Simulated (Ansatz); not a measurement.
C2H10AsBO at its PBE0-D4/def2-TZVP geometry, where that method's forces vanish. The species carries charge 0 and has multiplicity 1. The bonds changed during the relaxation, so this is another structure than the one it started from.

```xyz
15

C     0.3479    1.0304    1.6896
B     0.6924    0.6701    0.1967
C     0.0626    1.4410   -1.0157
O     1.5594   -0.3435   -0.1008
As   -1.3596   -2.1436   -0.5068
H    -0.6548    0.6479    1.9156
H     0.3015    2.1110    1.8501
H     1.0322    0.6033    2.4290
H     0.2448    0.9529   -1.9747
H    -1.0145    1.5823   -0.8871
H     0.4919    2.4491   -1.0671
H     1.9279   -0.7587    0.6833
H    -2.4025   -3.1642   -0.9424
H    -0.9348   -1.8640   -1.9377
H    -0.2943   -3.2139   -0.3320
```

Question: What forces (eV/Å) does r2SCAN-D4/def2-TZVPP give on these atoms in the Gaussian-basis code of Ansatz? (An estimate is asked.)

Answer: The calculation gave: 
```
C1   0.011  0.008  0.003
B2  -0.137  0.135  0.057
C3   0.003 -0.012 -0.010
O4   0.125 -0.140 -0.101
As5 -0.002 -0.003  0.000
H6   0.015  0.021  0.009
H7  -0.013 -0.015  0.010
H8  -0.015  0.003 -0.003
H9  -0.005  0.016  0.009
H10  0.017  0.013 -0.008
H11 -0.017 -0.009 -0.005
H12  0.012 -0.019  0.038
H13  0.040  0.011 -0.006
H14 -0.006 -0.029  0.033
H15 -0.029  0.019 -0.025
```
